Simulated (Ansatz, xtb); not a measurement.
# A geometry optimisation of FHSi2Sn with r2SCAN-D4/def2-SVP

The starting geometry of this gas-phase singlet has its atoms placed at random.

```xyz
5

F     0.8163   -0.7068   -0.4702
Si    0.2001    0.3494    1.1095
Si   -1.5385    0.2161   -0.8952
Sn    0.2442    1.5139   -1.0487
H     0.1666   -1.0925    0.6096
```

**Question.** Guess where an optimisation with r2SCAN-D4/def2-SVP ends from this start.

**Answer.** It ends as a structure with F1 bridging Si2 and Sn4, H5 bridging Si3 and Si2, given below by its coordinates. Distances that change by over a tenth: Si2–Sn4 (2.45 → 2.96 Å), Si2–H5 (1.53 → 1.73 Å), Si3–Sn4 (2.21 → 2.59 Å). Contacts that close: F1–Si2 (2.00 → 1.79 Å), Si2–Si3 (2.66 → 2.42 Å), Si3–H5 (2.62 → 1.63 Å).

The energy falls by 4.64 eV over 19 steps:

| step | E − E(last) (eV) |
| --- | --- |
| 1 | 4.643 |
| 3 | 1.923 |
| 5 | 1.098 |
| 7 | 0.674 |
| 9 | 0.444 |
| 11 | 0.140 |
| 13 | 0.018 |
| 15 | 0.002 |
| 17 | 0.000 |
| 19 | 0.000 |

Final geometry (Å):

```xyz
5

F     1.5779   -0.0704   -0.2876
Si    0.4317   -0.0633    1.0869
Si   -1.6689    0.1794   -0.0896
Sn    0.1677    1.2882   -1.5322
H    -0.6197   -1.0537    0.1276
```

From the same start GFN2-xTB ends elsewhere, differing in F1–Si2 (3.35 against 1.79 Å here), Si3–Sn4 (3.15 against 2.59 Å here), Si3–H5 (2.91 against 1.63 Å here).

From so rough a start the end depends on the optimiser's path, so another program may land elsewhere. No frequencies were run, so the end isn't proven a minimum. Atoms past krypton carry core potentials, without spin–orbit terms. Run with Ansatz 0.2.0, 36 s on 2 threads of Intel(R) Xeon(R) Platinum 8259CL CPU @ 2.50GHz (Skylake/Cascade Lake) (shared host).
